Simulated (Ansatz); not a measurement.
Be7⁻: single points at one geometry.

```yaml
crystal:
  periodic: [false, false, false]
  atoms:
    - {symbol: Be, position_ang: [1.980537, 0.178745, -0.705481]}
    - {symbol: Be, position_ang: [0.382687, 1.117180, -1.692277]}
    - {symbol: Be, position_ang: [-0.000192, -0.000262, 0.001116]}
    - {symbol: Be, position_ang: [1.585650, -0.948758, 1.004436]}
    - {symbol: Be, position_ang: [-0.382207, -1.115765, 1.690513]}
    - {symbol: Be, position_ang: [-1.972528, -0.180783, 0.706677]}
    - {symbol: Be, position_ang: [-1.593947, 0.949653, -1.004985]}
basis:
  gaussian: {orbitals: def2-TZVPD, initial_orbitals: start.molden}
total_charge: -1
magnetization: {spin_polarized: true, initial_magnetization: 1}
hamiltonian: {xc: {name: revPBE}}
scf: {omitted_lower_state_checks: [starts]}
output: {orbitals: {seedname: orbitals}}
```

The file start.molden holds the orbitals of an earlier run on this structure, at another level or in another basis.

```sh
$ ansatz run in.yaml --threads 4 --pin off --events-out ev --progress --plain --max-ram 3916MiB
```

Output, abridged:

```
Functional definition: revPBE
  name "revPBE"
  cite "Zhang & Yang, Phys. Rev. Lett. 80, 890 (1998) doi:10.1103/PhysRevLett.80.890"
  cite "Perdew, Burke & Ernzerhof, Phys. Rev. Lett. 77, 3865 (1996) doi:10.1103/PhysRevLett.77.3865"
  parameter kappa = 1.245
  parameter beta = 0.06672455060314922
  exchange = pbe_x(kappa = kappa, mu = beta*pi^2/3)
  correlation = pbe_c(beta = beta)
these checks for a lower state are left out or cut short: starts
1099 factors; their error is unknown
mean field evaluation 1: about -2804.6984 eV, gradient 4.0e0 eV
mean field evaluation 2: about -2804.7796 eV, gradient 2.6e-1 eV
mean field evaluation 4: about -2804.7717 eV, gradient 8.9e-2 eV
mean field evaluation 8: about -2804.7761 eV, gradient 9.7e-3 eV
mean field evaluation 16: about -2804.7762 eV, gradient 1.7e-5 eV
mean field -2804.77622455 eV, -103.0736251064 hartree, gradient 4.8e-6 eV, S^2 0.784789; 0 other end points of the search recorded, 0 dependent functions left out
reference -2804.77628097 eV, -103.0736271801 hartree; 15, 14 occupied and 139, 140 virtual orbitals, 1099 factors
Total energy: -2804.77628097 eV, -103.0736271801 hartree
Checks for a lower state left out: starts
```

It took 9 s on 4 threads of Arm Neoverse V1 on a shared host.

The first input with `hamiltonian: {xc: pbe}`, `output: {forces: true, orbitals: {seedname: orbitals}}` (abridged; 10 s):

```
Functional definition: PBE
mean field evaluation 16: about -2799.2181 eV, gradient 1.7e-5 eV
mean field -2799.21808055 eV, -102.8693670822 hartree, gradient 9.2e-8 eV, S^2 0.758489
Total energy: -2799.21812547 eV, -102.8693687330 hartree
Atom 0 force    -0.034002    -0.015980     0.030812 eV/Å
Atom 1 force     0.011116     0.032550    -0.049785 eV/Å
Atom 2 force     0.007000     0.019158    -0.029294 eV/Å
Atom 3 force     0.050415     0.013661    -0.030922 eV/Å
Atom 4 force    -0.018603    -0.053967     0.081873 eV/Å
Atom 5 force    -0.035079     0.031694    -0.038053 eV/Å
Atom 6 force     0.019152    -0.027116     0.035370 eV/Å
Dipole moment:    -0.000189    -0.000488     0.000626 e Å
Checks for a lower state left out: starts
```

First input, but with `hamiltonian: {xc: {name: CAM-B3LYP}}` (abridged; 29 s):

```
Functional definition: CAM-B3LYP
mean field evaluation 16: about -2800.0633 eV, gradient 1.0e-1 eV
mean field -2800.06568187 eV, -102.9005158559 hartree, gradient 7.1e-6 eV, S^2 1.538611
Total energy: -2800.06579192 eV, -102.9005199002 hartree
Checks for a lower state left out: starts
```

The first input with `hamiltonian: {xc: {name: PBE-QIDH}}` and without the key `output` (abridged; 36 s):

```
Functional definition: PBE-QIDH
mean field evaluation 16: about -2794.2040 eV, gradient 2.0e-2 eV
mean field -2794.20469755 eV, -102.6851286551 hartree, gradient 2.5e-6 eV, S^2 2.021216
second order -16.30914276 eV of doubles, -0.00000000 eV of singles
Total energy: -2799.64109470 eV, -102.8849125653 hartree
Checks for a lower state left out: starts
```

The first input with `hamiltonian: {xc: {name: LC-wPBE}}` (abridged; 14 s):

```
Functional definition: LC-wPBE
mean field evaluation 16: about -2799.3799 eV, gradient 7.0e-3 eV
mean field -2799.37993563 eV, -102.8753151465 hartree, gradient 9.7e-6 eV, S^2 2.051051
Total energy: -2799.37993564 eV, -102.8753151468 hartree
Checks for a lower state left out: starts
```

The first input with `gaussian: {orbitals: "def2-TZVPPD.json", initial_orbitals: start.molden}`, `correlation: {method: ccsd_t}`, `scf: {omitted_lower_state_checks: [starts, cluster_reference]}` and without the key `hamiltonian` (abridged; 3.6 min):

```
Functional definition: HF
mean field evaluation 16: about -2781.9758 eV, gradient 1.2e-2 eV
mean field -2781.97583773 eV, -102.2357263455 hartree, gradient 2.1e-6 eV, S^2 3.248246
second order -13.04565827 eV of doubles, -0.00000000 eV of singles
cycle   1  -13.96454335 eV  change   -9.2e-1 eV  update   1.9e-1
cycle   2  -14.52514484 eV  change   -5.6e-1 eV  update   8.8e-2
cycle   3  -14.84012018 eV  change   -3.1e-1 eV  update   8.2e-2
cycle   4  -14.94343385 eV  change   -1.0e-1 eV  update   5.1e-2
cycle   5  -15.02378530 eV  change   -8.0e-2 eV  update   3.4e-2
cycle   6  -15.07808353 eV  change   -5.4e-2 eV  update   2.0e-2
cycle   7  -15.10604559 eV  change   -2.8e-2 eV  update   1.3e-2
cycle   8  -15.11597969 eV  change   -9.9e-3 eV  update   1.0e-2
cycle   9  -15.12577882 eV  change   -9.8e-3 eV  update   7.7e-3
cycle  10  -15.12859589 eV  change   -2.8e-3 eV  update   6.4e-3
[...]
cycle  12  -15.14048677 eV  change   -6.0e-3 eV  update   4.5e-3
cycle  13  -15.14078153 eV  change   -2.9e-4 eV  update   3.8e-3
cycle  14  -15.14452492 eV  change   -3.7e-3 eV  update   2.7e-3
cycle  15  -15.14580405 eV  change   -1.3e-3 eV  update   1.8e-3
cycle  16  -15.14683451 eV  change   -1.0e-3 eV  update   1.0e-3
cycle  17  -15.14829378 eV  change   -1.5e-3 eV  update   6.8e-4
cycle  18  -15.14835844 eV  change   -6.5e-5 eV  update   3.7e-4
cycle  19  -15.14849690 eV  change   -1.4e-4 eV  update   2.5e-4
cycle  20  -15.14834552 eV  change    1.5e-4 eV  update   1.4e-4
cycle  21  -15.14827050 eV  change    7.5e-5 eV  update   9.9e-5
cycle  22  -15.14826404 eV  change    6.5e-6 eV  update   6.5e-5
cycle  23  -15.14831418 eV  change   -5.0e-5 eV  update   4.5e-5
cycle  24  -15.14834389 eV  change   -3.0e-5 eV  update   2.9e-5
perturbative correction -1.17854308 eV, -0.0433106592 hartree
WARN: the results are in doubt because among natural orbitals full CI differs from the method by -0.108 eV
Total energy: -2798.30272470 eV, -102.8357283748 hartree
In doubt: among natural orbitals full CI differs from the method by -0.108 eV
Checks for a lower state left out: starts, cluster_reference
```

As the first input, with `hamiltonian: {xc: pbe0}` (abridged; 8 s):

```
Functional definition: PBE0
mean field -2799.70680728 eV, -102.8873274581 hartree, gradient 1.0e-5 eV, S^2 1.389698
Total energy: -2799.70684579 eV, -102.8873288732 hartree
Checks for a lower state left out: starts
```

Geometry: PBE0/def2-TZVPD.

LC-ωPBE has ω = 0.4 bohr⁻¹. Correlated methods freeze no core orbitals. At CAM-B3LYP/def2-TZVPD, PBE-QIDH/def2-TZVPD, LC-ωPBE/def2-TZVPD, CCSD(T)/def2-TZVPPD and others the charge -1 doublet is spin-contaminated (final ⟨S²⟩ up to 3.25, 0.75 for a pure state). At CCSD(T)/def2-TZVPPD the program marks the result for the charge -1 doublet as doubtful (large difference). At CCSD(T)/def2-TZVPPD T1 of the charge -1 doublet is large (up to 0.093), so the single-reference result is doubtful. The geometry of the doublet was relaxed on an unsound state (⟨S²⟩ 1.39, where a pure state has 0.75). The structure comes from a short search, and lower isomers may exist.
